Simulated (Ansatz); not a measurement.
Molecule: 1-methylselanylbutane, C$_{5}$H$_{12}$Se (charge 0, singlet). SMILES: CCCC[Se]C
Structure (B3LYP-D3(BJ)/def2-TZVP (Ansatz, a program for electronic structure) minimum search):
```xyz
18

C     -3.9922     0.4965    -0.1159
C     -2.6416     0.8714     0.4875
C     -1.4806     0.0953    -0.1353
C     -0.1374     0.4726     0.4695
Se     1.3205    -0.5571    -0.3701
C      2.7865     0.2233     0.6733
H     -4.8046     1.0622     0.3435
H     -4.0115     0.6970    -1.1897
H     -4.2039    -0.5659     0.0253
H     -2.6583     0.6900     1.5669
H     -2.4672     1.9444     0.3600
H     -1.6516    -0.9777    -0.0059
H     -1.4603     0.2781    -1.2140
H     -0.1174     0.2627     1.5395
H      0.0758     1.5314     0.3189
H      2.6458     0.0160     1.7320
H      3.7059    -0.2464     0.3306
H      2.8407     1.2961     0.5004
```

Wanted: vertical ionisation energy to the doublet, in eV. Conventions: LANL2DZ with its own core potentials from Na on; UHF or UKS for open shells; 6-31G* and kin with 6d, 5d where marked; each state is the SCF solution reached for its charge and spin; non-relativistic; dispersion terms only where a functional's name holds one; no spin-orbit coupling. Ab initio and DFT rows: single points at B3LYP-D3(BJ) geometries (Ansatz).

| level | program | vertical ionisation energy to the doublet (eV) |
|---|---|---|
| B3LYP/STO-3G | Ansatz | 6.55 |
| B3LYP/3-21G | Ansatz | 7.96 |
| B3LYP/6-31G* | Ansatz | 8.04 |
| B3LYP/6-31G* with LANL2DZ past Ar | Ansatz | 8.10 |
| B3LYP/def2-TZVPD | Ansatz | 8.11 |

No value to compare with is used here. The 4 habitual levels span 6.55 (B3LYP/STO-3G) to 8.10 eV (B3LYP/6-31G* with LANL2DZ past Ar); B3LYP/def2-TZVPD gives 8.11.

The sets are all those run for this method; left out are runs that failed, that the program found above a lower state of the same kind, or whose <S^2> lies over 0.5 above the pure value.
